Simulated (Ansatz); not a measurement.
`[SH2+][Ga-]([Cl])([Cl])[Cl]`. The species carries charge 0 and has multiplicity 1. All single points use the PBE0-D4/def2-TZVP geometry. It is one conformer, not always the lowest.

```xyz
7

S    -0.134   -0.814   -1.347
Ga   -0.180    0.768    0.613
Cl    0.639    2.503   -0.343
Cl   -2.284    0.718    1.026
Cl    1.104   -0.287    1.978
H    -0.345   -1.914   -0.601
H     1.201   -0.975   -1.325
```

Task: What is the dipole moment at B3LYP/def2-TZVPP? (Best estimate.)

Result: The calculation gave: 4.71 D, with components (0.74, -3.53, -3.03) D in this frame, pointing from negative to positive charge.

Task: And with PBE, r2SCAN, ωB97M-V? (An estimate is asked.)

Result: The calculation gave: PBE 4.64 D, r2SCAN 4.78 D, ωB97M-V 4.72 D.

Task: Give the Mulliken charges with B3LYP, ωB97M-V, r2SCAN in def2-TZVPP. (Estimate.)

Result: Computed: 
```csv
atom,B3LYP,ωB97M-V,r2SCAN
S1,-0.04,-0.06,-0.03
Ga2,0.57,0.49,0.59
Cl3,-0.28,-0.26,-0.28
Cl4,-0.28,-0.26,-0.28
Cl5,-0.29,-0.27,-0.29
H6,0.16,0.17,0.15
H7,0.16,0.17,0.15
```

B3LYP here is the variant with VWN-RPA as its local correlation; programs differ in this.
